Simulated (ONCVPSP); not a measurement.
## Logarithmic derivatives: Ga, ONCV

* Element: gallium
* Generator: ONCVPSP 4.0.1
* Type: optimised norm-conserving Vanderbilt (ONCV)
* Functional: Wu-Cohen
* Relativity: scalar-relativistic
* Frozen core: [Ar]
* Valence charge: 13
* Reference configuration: 3d10 4s2 4p0.5 (charge +0.5)
* Partial waves: 4s: rc 1.35 bohr, ncon 3, nbas 7, qcut 5.7 1/bohr, 2 projectors, debl 3 Ha; 4p: rc 2.25 bohr, ncon 3, nbas 6, qcut 3.8 1/bohr, 1 projector; 3d: rc 1.35 bohr, ncon 4, nbas 9, qcut 11.1 1/bohr, 3 projectors, debl 2.1 Ha
* Local potential: polynomial inside 0.90 bohr (lpopt 5, dvloc0 0 Ha)
* Core correction: none

The phase is arctan(r·R′/R) of the radial function R(r), unwrapped; energies in Ha, scanned from -2 to 5 Ha. A pole is an energy at which the radial function vanishes at the test radius. The pseudo phase is shifted by a multiple of π to meet the all-electron one at the reference energy, and phase errors are pseudo minus all-electron; the curves can meet again beyond the range given. Levels narrower than the energy grid can be missing from the lists of poles.

For each channel, where are the poles, and over which energies does the pseudopotential scatter like the atom?

```
channel  radius (bohr)  reference energy (Ha)  poles, all-electron  poles, pseudo  unbroken range about the reference energy with phases within 0.05 rad  phase error 1 Ha above the reference energy (rad)
      s           1.37                  -0.46                 none           none                                                        the whole range                                             +0.001
      p           2.29                  -0.21                 1.12     0.23, 1.30                                                              below 0.1                                             -3.106
      d           1.37                  -0.85                -0.35          -0.35                                                        the whole range                                             -0.000
```

Note: ghosts flagged at negative energy: s at -111.7 eV; GHOST(+) flagged for p at 7.9 eV. A true bound ghost makes a file unfit for plane-wave use.

Phases in the s channel:

```json
{"E (Ha)": "-1.98", "all-electron": "1.003", "pseudo": "1.010"}
{"E (Ha)": "-1.80", "all-electron": "0.961", "pseudo": "0.965"}
{"E (Ha)": "-1.62", "all-electron": "0.911", "pseudo": "0.915"}
{"E (Ha)": "-1.44", "all-electron": "0.854", "pseudo": "0.857"}
{"E (Ha)": "-1.26", "all-electron": "0.787", "pseudo": "0.789"}
{"E (Ha)": "-1.08", "all-electron": "0.709", "pseudo": "0.710"}
{"E (Ha)": "-0.90", "all-electron": "0.617", "pseudo": "0.617"}
{"E (Ha)": "-0.72", "all-electron": "0.508", "pseudo": "0.508"}
{"E (Ha)": "-0.54", "all-electron": "0.382", "pseudo": "0.381"}
{"E (Ha)": "-0.36", "all-electron": "0.237", "pseudo": "0.236"}
{"E (Ha)": "-0.18", "all-electron": "0.077", "pseudo": "0.076"}
{"E (Ha)": "0.00", "all-electron": "-0.093", "pseudo": "-0.093"}
{"E (Ha)": "0.18", "all-electron": "-0.262", "pseudo": "-0.262"}
{"E (Ha)": "0.36", "all-electron": "-0.423", "pseudo": "-0.422"}
{"E (Ha)": "0.54", "all-electron": "-0.568", "pseudo": "-0.568"}
{"E (Ha)": "0.72", "all-electron": "-0.695", "pseudo": "-0.695"}
{"E (Ha)": "0.90", "all-electron": "-0.804", "pseudo": "-0.804"}
{"E (Ha)": "1.08", "all-electron": "-0.897", "pseudo": "-0.896"}
{"E (Ha)": "1.26", "all-electron": "-0.976", "pseudo": "-0.975"}
{"E (Ha)": "1.44", "all-electron": "-1.042", "pseudo": "-1.042"}
{"E (Ha)": "1.62", "all-electron": "-1.099", "pseudo": "-1.099"}
{"E (Ha)": "1.80", "all-electron": "-1.148", "pseudo": "-1.148"}
{"E (Ha)": "1.98", "all-electron": "-1.190", "pseudo": "-1.190"}
{"E (Ha)": "2.16", "all-electron": "-1.227", "pseudo": "-1.227"}
{"E (Ha)": "2.34", "all-electron": "-1.260", "pseudo": "-1.260"}
{"E (Ha)": "2.52", "all-electron": "-1.289", "pseudo": "-1.289"}
{"E (Ha)": "2.70", "all-electron": "-1.315", "pseudo": "-1.315"}
{"E (Ha)": "2.88", "all-electron": "-1.338", "pseudo": "-1.338"}
{"E (Ha)": "3.06", "all-electron": "-1.359", "pseudo": "-1.359"}
{"E (Ha)": "3.24", "all-electron": "-1.378", "pseudo": "-1.377"}
{"E (Ha)": "3.42", "all-electron": "-1.395", "pseudo": "-1.395"}
{"E (Ha)": "3.60", "all-electron": "-1.411", "pseudo": "-1.411"}
{"E (Ha)": "3.78", "all-electron": "-1.426", "pseudo": "-1.425"}
{"E (Ha)": "3.96", "all-electron": "-1.440", "pseudo": "-1.439"}
{"E (Ha)": "4.14", "all-electron": "-1.452", "pseudo": "-1.452"}
{"E (Ha)": "4.32", "all-electron": "-1.464", "pseudo": "-1.463"}
{"E (Ha)": "4.50", "all-electron": "-1.476", "pseudo": "-1.474"}
{"E (Ha)": "4.68", "all-electron": "-1.486", "pseudo": "-1.485"}
{"E (Ha)": "4.86", "all-electron": "-1.496", "pseudo": "-1.495"}
```
